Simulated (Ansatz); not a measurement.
Relaxation of the cluster Cd₇Se₆Br₂ (charge 0, singlet) with RKS PBE-D4/def2-SVP in Ansatz.

Positions (Å) and forces (eV/Å) at steps 20, 21, 22, 23, 24, 25, 26, 27, 28, 29, 30, 31, 32, 33, 34, 35, 36, 37, 38, 39 of 48:

```xyz
15
step=20 energy=-564012.1602 eV
Cd    0.879   -0.234   -0.898    0.054    0.051   -0.010
Cd   -2.654   -0.371   -0.986   -0.046    0.020   -0.015
Cd   -0.823   -2.493    0.599   -0.021   -0.069    0.096
Cd    3.083    1.741    1.506    0.023    0.015    0.031
Cd    2.313   -3.418   -0.676   -0.008    0.007    0.028
Cd   -1.756    0.507    2.124    0.006    0.039   -0.012
Cd   -0.231    2.665    1.775    0.035    0.043    0.042
Se    1.074    2.304   -0.820   -0.111    0.024   -0.079
Se    1.704   -1.893    1.217   -0.053   -0.031   -0.114
Se   -0.761   -1.930   -2.053    0.031    0.001    0.037
Se   -2.800    2.215   -0.987    0.019   -0.056   -0.024
Se   -0.904    2.657   -2.296    0.072    0.007    0.061
Se   -3.135   -1.641    1.420    0.057    0.005   -0.033
Br    3.164   -4.951   -2.366   -0.027    0.018    0.009
Br    0.847    4.840    2.442   -0.030   -0.074   -0.016
15
step=21 energy=-564012.1795 eV
Cd    0.939   -0.212   -0.854   -0.037    0.006    0.010
Cd   -2.670   -0.460   -1.050    0.123   -0.051    0.019
Cd   -0.786   -2.500    0.707    0.000    0.055   -0.024
Cd    3.095    1.806    1.547   -0.010    0.017    0.011
Cd    2.230   -3.405   -0.724   -0.045    0.033   -0.006
Cd   -1.806    0.561    2.067    0.020    0.050   -0.038
Cd   -0.225    2.693    1.825    0.022    0.009    0.009
Se    1.069    2.329   -0.795   -0.103    0.016   -0.063
Se    1.747   -1.889    1.226    0.032   -0.058   -0.002
Se   -0.660   -1.978   -1.973   -0.009   -0.015   -0.010
Se   -2.812    2.119   -1.082    0.009    0.033   -0.017
Se   -0.880    2.635   -2.314    0.033   -0.036    0.089
Se   -3.124   -1.636    1.405   -0.010   -0.008   -0.001
Br    3.005   -4.916   -2.474   -0.011    0.002    0.022
Br    0.876    4.852    2.489   -0.013   -0.050    0.000
15
step=22 energy=-564012.1965 eV
Cd    0.966   -0.204   -0.796    0.038    0.011    0.043
Cd   -2.581   -0.539   -1.102    0.045   -0.049    0.025
Cd   -0.741   -2.467    0.785    0.007    0.047    0.067
Cd    3.101    1.866    1.581   -0.031    0.014   -0.005
Cd    2.115   -3.376   -0.789   -0.040    0.056    0.045
Cd   -1.864    0.630    1.999    0.046    0.070   -0.021
Cd   -0.220    2.728    1.870   -0.032   -0.034   -0.003
Se    1.045    2.338   -0.766   -0.094   -0.008   -0.058
Se    1.803   -1.897    1.257   -0.006   -0.071   -0.062
Se   -0.531   -2.064   -1.933   -0.091    0.067   -0.048
Se   -2.844    2.032   -1.152    0.060   -0.032   -0.014
Se   -0.881    2.597   -2.317    0.025   -0.002    0.064
Se   -3.112   -1.625    1.388    0.047   -0.010   -0.053
Br    2.835   -4.885   -2.567    0.021   -0.030    0.008
Br    0.909    4.866    2.541    0.005   -0.030    0.012
15
step=23 energy=-564012.2056 eV
Cd    0.983   -0.204   -0.781    0.047    0.019    0.045
Cd   -2.567   -0.572   -1.113    0.011   -0.025    0.005
Cd   -0.717   -2.443    0.810    0.018    0.025    0.068
Cd    3.098    1.892    1.591   -0.046    0.011   -0.014
Cd    2.059   -3.373   -0.825   -0.003    0.019    0.040
Cd   -1.877    0.662    1.958    0.054    0.088    0.001
Cd   -0.218    2.751    1.879   -0.058   -0.075    0.001
Se    1.024    2.339   -0.761   -0.029    0.016   -0.050
Se    1.833   -1.910    1.249   -0.033   -0.030   -0.044
Se   -0.510   -2.067   -1.933   -0.047    0.038   -0.056
Se   -2.848    1.994   -1.159    0.026    0.003   -0.021
Se   -0.888    2.594   -2.315    0.000   -0.014    0.057
Se   -3.095   -1.620    1.379    0.008   -0.025   -0.023
Br    2.807   -4.911   -2.565    0.026   -0.052   -0.024
Br    0.918    4.869    2.584    0.026    0.002    0.014
15
step=24 energy=-564012.2153 eV
Cd    1.016   -0.193   -0.767    0.041    0.006    0.015
Cd   -2.561   -0.608   -1.126   -0.012   -0.003   -0.035
Cd   -0.689   -2.390    0.845    0.036   -0.010    0.006
Cd    3.087    1.936    1.606   -0.046    0.007   -0.018
Cd    2.012   -3.407   -0.879   -0.003   -0.011    0.003
Cd   -1.902    0.715    1.909    0.031    0.065   -0.008
Cd   -0.223    2.786    1.895   -0.046   -0.086   -0.012
Se    1.007    2.354   -0.768   -0.010    0.005    0.049
Se    1.873   -1.941    1.208   -0.023    0.005    0.003
Se   -0.487   -2.044   -1.946    0.023    0.004   -0.005
Se   -2.877    1.951   -1.164    0.012    0.032    0.017
Se   -0.910    2.587   -2.292   -0.034    0.010   -0.046
Se   -3.081   -1.608    1.372   -0.004   -0.016    0.032
Br    2.805   -5.007   -2.549   -0.001   -0.022   -0.008
Br    0.932    4.871    2.656    0.036    0.016    0.008
15
step=25 energy=-564012.2209 eV
Cd    1.069   -0.184   -0.744    0.025    0.021    0.017
Cd   -2.548   -0.651   -1.161    0.008   -0.012    0.016
Cd   -0.640   -2.346    0.886   -0.020    0.009   -0.011
Cd    3.071    1.995    1.625   -0.054    0.003   -0.029
Cd    1.952   -3.451   -0.931    0.020   -0.014    0.015
Cd   -1.946    0.785    1.844    0.028    0.024   -0.006
Cd   -0.234    2.825    1.927   -0.063   -0.064    0.006
Se    0.958    2.368   -0.753    0.067   -0.006    0.031
Se    1.929   -1.973    1.181   -0.004   -0.010   -0.037
Se   -0.431   -2.031   -1.953    0.003    0.019   -0.008
Se   -2.902    1.908   -1.175   -0.010    0.012   -0.005
Se   -0.938    2.586   -2.289   -0.049   -0.010   -0.007
Se   -3.051   -1.602    1.367    0.039    0.021   -0.010
Br    2.755   -5.107   -2.555   -0.020    0.015    0.032
Br    0.956    4.878    2.732    0.031   -0.007   -0.005
15
step=26 energy=-564012.2249 eV
Cd    1.104   -0.173   -0.753    0.008    0.040    0.017
Cd   -2.540   -0.661   -1.169    0.004    0.004    0.000
Cd   -0.616   -2.328    0.872   -0.020    0.013   -0.004
Cd    3.054    2.015    1.631   -0.029   -0.001   -0.023
Cd    1.930   -3.480   -0.935    0.028   -0.015   -0.019
Cd   -1.961    0.807    1.820    0.022    0.011   -0.006
Cd   -0.249    2.837    1.943   -0.043   -0.021    0.016
Se    0.942    2.378   -0.749    0.055   -0.016    0.033
Se    1.952   -1.976    1.156    0.015   -0.001   -0.003
Se   -0.407   -2.000   -1.977    0.007   -0.009   -0.007
Se   -2.927    1.897   -1.162   -0.011   -0.015    0.001
Se   -0.963    2.584   -2.273   -0.031    0.010   -0.022
Se   -3.026   -1.601    1.361    0.007    0.010    0.002
Br    2.735   -5.172   -2.522   -0.029    0.017    0.029
Br    0.972    4.874    2.757    0.017   -0.027   -0.014
15
step=27 energy=-564012.2291 eV
Cd    1.162   -0.143   -0.753   -0.010    0.042   -0.010
Cd   -2.518   -0.702   -1.202    0.027    0.006   -0.021
Cd   -0.567   -2.264    0.875    0.025   -0.022    0.000
Cd    3.020    2.060    1.649    0.073   -0.019    0.002
Cd    1.903   -3.510   -0.960    0.008   -0.002    0.004
Cd   -1.987    0.841    1.760   -0.013    0.009   -0.011
Cd   -0.282    2.859    1.992   -0.040    0.038    0.015
Se    0.911    2.406   -0.735   -0.013   -0.045    0.008
Se    2.009   -1.974    1.119    0.000   -0.005   -0.004
Se   -0.339   -1.965   -2.010   -0.040    0.026    0.013
Se   -2.969    1.851   -1.158    0.014   -0.042    0.015
Se   -1.005    2.579   -2.249    0.000    0.032   -0.026
Se   -2.992   -1.601    1.345    0.008    0.009    0.007
Br    2.639   -5.293   -2.480   -0.016    0.016    0.022
Br    1.015    4.856    2.807   -0.022   -0.043   -0.013
15
step=28 energy=-564012.2314 eV
Cd    1.178   -0.120   -0.759   -0.026   -0.006   -0.018
Cd   -2.509   -0.716   -1.219    0.039   -0.014    0.002
Cd   -0.532   -2.262    0.875   -0.002    0.031   -0.009
Cd    3.013    2.069    1.651    0.096   -0.023    0.002
Cd    1.898   -3.512   -0.959    0.007   -0.006   -0.010
Cd   -2.021    0.865    1.731    0.014   -0.014   -0.015
Cd   -0.299    2.858    2.013   -0.057    0.046    0.006
Se    0.898    2.421   -0.729   -0.034   -0.022   -0.001
Se    2.040   -1.955    1.102    0.001   -0.010   -0.011
Se   -0.319   -1.943   -2.025    0.002    0.005    0.022
Se   -2.981    1.831   -1.157   -0.003   -0.014    0.006
Se   -1.021    2.587   -2.242    0.009    0.025   -0.004
Se   -2.959   -1.607    1.336   -0.024   -0.004    0.003
Br    2.581   -5.346   -2.444   -0.011    0.020    0.021
Br    1.034    4.829    2.826   -0.013   -0.014    0.004
15
step=29 energy=-564012.2342 eV
Cd    1.188   -0.100   -0.776   -0.002   -0.029   -0.014
Cd   -2.476   -0.729   -1.230   -0.024   -0.009   -0.011
Cd   -0.506   -2.228    0.873   -0.017    0.006    0.032
Cd    3.013    2.071    1.644    0.034   -0.013   -0.029
Cd    1.893   -3.516   -0.954    0.009   -0.019   -0.017
Cd   -2.034    0.877    1.689    0.002    0.006    0.024
Cd   -0.317    2.864    2.030   -0.050    0.011    0.012
Se    0.868    2.430   -0.716    0.013    0.025   -0.023
Se    2.066   -1.931    1.082    0.003   -0.002    0.000
Se   -0.293   -1.933   -2.042    0.023   -0.008   -0.013
Se   -2.998    1.808   -1.153   -0.018   -0.011   -0.014
Se   -1.047    2.602   -2.234    0.022    0.017    0.032
Se   -2.944   -1.611    1.327    0.003   -0.004   -0.012
Br    2.529   -5.396   -2.401   -0.004    0.021    0.018
Br    1.058    4.794    2.861    0.005    0.009    0.014
15
step=30 energy=-564012.2375 eV
Cd    1.210   -0.079   -0.797   -0.006   -0.027   -0.011
Cd   -2.458   -0.764   -1.263   -0.023    0.003    0.014
Cd   -0.474   -2.182    0.892   -0.020    0.006    0.031
Cd    3.014    2.083    1.631   -0.002   -0.005   -0.050
Cd    1.881   -3.527   -0.957    0.001   -0.029   -0.016
Cd   -2.062    0.907    1.650   -0.001    0.001    0.005
Cd   -0.338    2.877    2.060   -0.028   -0.002    0.007
Se    0.846    2.446   -0.713    0.014    0.014    0.010
Se    2.102   -1.908    1.056   -0.014   -0.007    0.003
Se   -0.256   -1.925   -2.060    0.030   -0.002   -0.034
Se   -3.023    1.765   -1.158    0.005    0.005   -0.022
Se   -1.079    2.618   -2.217    0.005    0.007    0.036
Se   -2.927   -1.607    1.309    0.041    0.003   -0.008
Br    2.471   -5.460   -2.357   -0.001    0.035    0.029
Br    1.092    4.755    2.923   -0.001   -0.002    0.007
15
step=31 energy=-564012.2422 eV
Cd    1.247   -0.044   -0.848   -0.007    0.008   -0.011
Cd   -2.408   -0.831   -1.319   -0.011    0.026    0.056
Cd   -0.406   -2.087    0.932   -0.026    0.007    0.056
Cd    3.022    2.107    1.580   -0.046    0.009   -0.075
Cd    1.842   -3.546   -0.954   -0.011   -0.044   -0.031
Cd   -2.127    0.973    1.562    0.024    0.016    0.005
Cd   -0.378    2.895    2.122    0.002    0.001    0.015
Se    0.792    2.473   -0.704    0.025   -0.030    0.053
Se    2.171   -1.860    1.009   -0.081   -0.022   -0.018
Se   -0.179   -1.903   -2.124    0.044    0.010   -0.049
Se   -3.080    1.683   -1.173    0.079    0.039   -0.056
Se   -1.147    2.664   -2.178   -0.055   -0.040    0.053
Se   -2.885   -1.600    1.280    0.109    0.011   -0.023
Br    2.368   -5.582   -2.243   -0.001    0.073    0.057
Br    1.168    4.659    3.059   -0.044   -0.064   -0.030
15
step=32 energy=-564012.2506 eV
Cd    1.255   -0.029   -0.888   -0.017    0.014   -0.005
Cd   -2.368   -0.856   -1.332    0.006    0.027    0.043
Cd   -0.383   -2.045    0.971    0.004    0.018    0.068
Cd    3.036    2.111    1.530   -0.066    0.020   -0.078
Cd    1.816   -3.544   -0.951   -0.041   -0.018   -0.030
Cd   -2.162    1.001    1.522    0.048    0.039    0.020
Cd   -0.396    2.892    2.151    0.009   -0.006    0.014
Se    0.769    2.483   -0.701    0.039   -0.040    0.078
Se    2.186   -1.829    0.987   -0.092   -0.019    0.006
Se   -0.141   -1.894   -2.174    0.031    0.019   -0.066
Se   -3.103    1.644   -1.184    0.123    0.067   -0.077
Se   -1.177    2.695   -2.156   -0.107   -0.076    0.056
Se   -2.868   -1.598    1.268    0.109   -0.001   -0.022
Br    2.333   -5.622   -2.170    0.011    0.043    0.040
Br    1.203    4.592    3.127   -0.057   -0.087   -0.048
15
step=33 energy=-564012.2936 eV
Cd    1.249   -0.009   -0.970   -0.018    0.021    0.001
Cd   -2.263   -0.894   -1.348    0.054    0.011    0.006
Cd   -0.337   -1.961    1.087    0.018    0.040    0.146
Cd    3.065    2.113    1.406   -0.077    0.036   -0.059
Cd    1.736   -3.520   -0.945   -0.098    0.014   -0.095
Cd   -2.227    1.048    1.451    0.085    0.083    0.062
Cd   -0.431    2.872    2.205    0.016   -0.015    0.021
Se    0.724    2.490   -0.682    0.075   -0.046    0.094
Se    2.200   -1.768    0.959   -0.104   -0.005    0.019
Se   -0.063   -1.862   -2.324    0.030    0.024   -0.069
Se   -3.140    1.574   -1.206    0.210    0.114   -0.131
Se   -1.228    2.749   -2.115   -0.221   -0.152    0.073
Se   -2.827   -1.599    1.246    0.090   -0.023   -0.024
Br    2.279   -5.678   -2.010    0.017    0.013    0.035
Br    1.262    4.445    3.246   -0.077   -0.116   -0.079
15
step=34 energy=-564012.3560 eV
Cd    1.244    0.008   -1.037    0.001    0.017    0.034
Cd   -2.147   -0.936   -1.372    0.050    0.010    0.049
Cd   -0.290   -1.867    1.247   -0.029    0.051    0.136
Cd    3.086    2.120    1.303   -0.075    0.047   -0.032
Cd    1.638   -3.489   -0.968   -0.083   -0.042   -0.169
Cd   -2.281    1.092    1.394    0.106    0.076    0.094
Cd   -0.464    2.858    2.254    0.040   -0.014    0.036
Se    0.682    2.492   -0.659    0.090   -0.059    0.078
Se    2.209   -1.720    0.934   -0.138   -0.017   -0.019
Se    0.018   -1.820   -2.484    0.028    0.020   -0.039
Se   -3.168    1.496   -1.231    0.314    0.172   -0.196
Se   -1.270    2.780   -2.081   -0.328   -0.228    0.095
Se   -2.790   -1.602    1.226    0.168   -0.001   -0.043
Br    2.219   -5.729   -1.872   -0.019    0.123    0.094
Br    1.313    4.316    3.345   -0.126   -0.153   -0.121
15
step=35 energy=-564012.4251 eV
Cd    1.239    0.007   -1.062    0.021    0.003    0.024
Cd   -2.042   -0.955   -1.354    0.049   -0.024   -0.055
Cd   -0.275   -1.795    1.424    0.170   -0.007    0.026
Cd    3.090    2.133    1.244    0.014    0.031    0.006
Cd    1.527   -3.429   -1.052   -0.039   -0.126   -0.100
Cd   -2.297    1.102    1.396    0.027    0.071   -0.030
Cd   -0.476    2.825    2.284   -0.020   -0.029   -0.018
Se    0.674    2.473   -0.646    0.050    0.014    0.081
Se    2.165   -1.708    0.902    0.056   -0.003    0.089
Se    0.073   -1.773   -2.609   -0.092    0.095   -0.087
Se   -3.158    1.438   -1.267    0.314    0.187   -0.069
Se   -1.275    2.761   -2.074   -0.338   -0.198    0.035
Se   -2.733   -1.598    1.213   -0.169   -0.043    0.054
Br    2.180   -5.716   -1.769   -0.012    0.068    0.076
Br    1.309    4.233    3.372   -0.032   -0.040   -0.030
15
step=36 energy=-564012.4483 eV
Cd    1.262    0.008   -1.051    0.044   -0.022    0.061
Cd   -1.994   -0.997   -1.344    0.012   -0.024    0.034
Cd   -0.220   -1.766    1.515    0.007    0.006   -0.041
Cd    3.113    2.168    1.206    0.028    0.026    0.026
Cd    1.388   -3.371   -1.145    0.082   -0.167   -0.141
Cd   -2.321    1.107    1.365    0.009   -0.020    0.017
Cd   -0.497    2.794    2.280   -0.028   -0.008    0.000
Se    0.661    2.467   -0.620    0.074    0.034    0.005
Se    2.200   -1.735    0.898   -0.135    0.014   -0.124
Se    0.084   -1.646   -2.755    0.020   -0.040    0.202
Se   -3.124    1.397   -1.284    0.153    0.169   -0.094
Se   -1.273    2.745   -2.081   -0.257   -0.200    0.065
Se   -2.701   -1.626    1.246    0.072    0.024   -0.093
Br    2.133   -5.714   -1.622   -0.095    0.207    0.081
Br    1.289    4.168    3.392    0.015    0.000    0.004
15
step=37 energy=-564012.4732 eV
Cd    1.297    0.041   -0.991   -0.005   -0.114    0.044
Cd   -2.036   -0.981   -1.335    0.032   -0.061    0.026
Cd   -0.223   -1.799    1.471    0.009   -0.027   -0.032
Cd    3.131    2.251    1.233    0.092    0.013    0.025
Cd    1.381   -3.404   -1.237    0.006   -0.083   -0.047
Cd   -2.288    1.083    1.381   -0.096   -0.087   -0.011
Cd   -0.488    2.788    2.259   -0.064   -0.011   -0.029
Se    0.683    2.499   -0.612    0.010    0.020   -0.013
Se    2.188   -1.797    0.846    0.010    0.048   -0.025
Se    0.072   -1.595   -2.697    0.056   -0.033    0.000
Se   -3.122    1.422   -1.277   -0.039    0.029    0.039
Se   -1.266    2.690   -2.083   -0.037    0.038   -0.078
Se   -2.701   -1.637    1.238   -0.005    0.022   -0.025
Br    2.128   -5.758   -1.567   -0.071    0.142    0.030
Br    1.246    4.198    3.370    0.102    0.105    0.096
15
step=38 energy=-564012.4710 eV rejected
Cd    1.314    0.044   -0.899    0.033    0.067   -0.012
Cd   -1.998   -1.005   -1.335    0.001    0.053   -0.062
Cd   -0.222   -1.885    1.469    0.037    0.017   -0.047
Cd    3.260    2.398    1.191   -0.187   -0.001   -0.074
Cd    1.364   -3.370   -1.291   -0.040   -0.007   -0.045
Cd   -2.328    1.030    1.414    0.013    0.023   -0.062
Cd   -0.559    2.796    2.286    0.096   -0.011   -0.070
Se    0.695    2.517   -0.636   -0.011    0.022    0.140
Se    2.199   -1.823    0.842   -0.056   -0.011    0.089
Se    0.123   -1.520   -2.719    0.005   -0.024    0.037
Se   -3.116    1.406   -1.270    0.007   -0.066    0.048
Se   -1.270    2.666   -2.103    0.064    0.002    0.011
Se   -2.704   -1.679    1.204    0.046   -0.039    0.051
Br    1.988   -5.757   -1.500   -0.015   -0.006    0.007
Br    1.253    4.182    3.347    0.007   -0.020   -0.011
15
step=39 energy=-564012.4858 eV
Cd    1.300    0.039   -0.941    0.042    0.023    0.024
Cd   -2.009   -0.991   -1.342   -0.019    0.005   -0.008
Cd   -0.213   -1.840    1.446   -0.004   -0.010    0.016
Cd    3.179    2.321    1.216   -0.099    0.012   -0.034
Cd    1.365   -3.386   -1.260    0.011   -0.049   -0.022
Cd   -2.303    1.056    1.394   -0.005    0.008    0.019
Cd   -0.505    2.798    2.252   -0.015   -0.036   -0.027
Se    0.673    2.505   -0.609    0.070    0.016    0.026
Se    2.203   -1.804    0.843    0.003    0.009    0.016
Se    0.106   -1.566   -2.709    0.006    0.016   -0.019
Se   -3.124    1.410   -1.266   -0.017   -0.024   -0.010
Se   -1.275    2.677   -2.091   -0.001    0.016   -0.007
Se   -2.692   -1.658    1.214    0.008   -0.024    0.004
Br    2.042   -5.756   -1.522   -0.028    0.024    0.015
Br    1.252    4.195    3.376    0.050    0.013    0.008
```

In the def2 sets Cd takes a core potential; there is no spin–orbit coupling. Single mean-field runs in def2-SVP are fitted with def2-universal-jkfit. Another isomer (singlet) lies 0.25 eV lower at PBE0-D4/def2-TZVP; other spin states weren't run for this one.
